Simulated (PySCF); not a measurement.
A PySCF script (with the pyscf-properties extension) for the NMR shieldings of `CC#CP(C)N1CCCC1`, C8H14NP, on a GFN2-xTB geometry:

```python
import basis_set_exchange as bse
import numpy as np
from pyscf import gto, dft
from pyscf.prop import nmr

atoms = """
C     4.064499    1.128118    0.544340
C     2.805837    0.415853    0.549919
C     1.763061   -0.185149    0.477059
P     0.234972   -1.061884    0.656115
C     0.682224   -2.502748   -0.428192
N    -0.642684   -0.174134   -0.569149
C    -2.002980   -0.646626   -0.782459
C    -2.896005    0.106509    0.220058
C    -2.079314    1.359868    0.579166
C    -0.821464    1.242611   -0.295498
H     3.938546    2.104868    0.076644
H     4.811904    0.563568   -0.013469
H     4.417005    1.268024    1.566528
H     1.539598   -3.010922    0.010203
H    -0.144586   -3.209739   -0.484715
H     0.930390   -2.144851   -1.425804
H    -2.283809   -0.387604   -1.809749
H    -2.066848   -1.729405   -0.673063
H    -3.070905   -0.506571    1.104285
H    -3.860522    0.355161   -0.219818
H    -2.621800    2.281873    0.378187
H    -1.798435    1.346695    1.632658
H     0.070172    1.662117    0.171265
H    -0.980593    1.744133   -1.256956
"""
names = dict.fromkeys(["C", "P", "N", "H"], "pcSseg-1")
basis = {el: gto.basis.parse(bse.get_basis(n, elements=[el], fmt="nwchem")) for el, n in names.items()}
mol = gto.M(atom=atoms, basis=basis, charge=0, verbose=0)
mf = dft.RKS(mol, xc="PBE0")
mf.grids.level = 2
mf.grids.alignment = dft.numint.BLKSIZE   # the property module wants whole blocks of grid points
mf.conv_tol = 1e-9
mf.kernel()

calc = nmr.RKS(mf)   # GIAO
C = mf.mo_coeff
Co = C[:, mf.mo_occ > 0]
resp = mf.gen_response(singlet=True, hermi=2)
def vind(x):   # induced exchange potential for any number of trial vectors
    d = np.einsum("pi,xij,qj->xpq", C, 2 * x.reshape(-1, C.shape[1], Co.shape[1]), Co, optimize=True)
    return np.einsum("xpq,pi,qj->xij", resp(d - d.transpose(0, 2, 1)), C, Co, optimize=True).ravel()
mo1, _ = nmr.rhf.solve_mo1(calc, with_cphf=vind)
sigma = calc.kernel(mo1)
for i, s in enumerate(sigma):   # ppm
    print("%2d %-2s %9.2f" % (i, mol.atom_pure_symbol(i), np.trace(s) / 3))
```

Q: What are the results?

A: 
```
 0 C     180.66
 1 C      74.92
 2 C      98.44
 3 P     292.90
 4 C     163.18
 5 N     198.65
 6 C     135.06
 7 C     160.74
 8 C     160.37
 9 C     131.68
10 H      29.52
11 H      29.55
12 H      29.58
13 H      30.44
14 H      30.29
15 H      29.80
16 H      28.90
17 H      28.97
18 H      29.89
19 H      30.17
20 H      30.17
21 H      29.95
22 H      27.98
23 H      28.91
```

These numbers come from an equivalent density-fitted implementation of the same equations, which agrees with the script to about 0.01 ppm for H and up to a few tenths of a ppm for heavy atoms, so last digits may differ.

Size and cost of the density-fitted run: 247 basis functions, 58 s wall time on 1 thread of an Intel Xeon Platinum 8488C, shared host; peak memory 1.2 GiB.
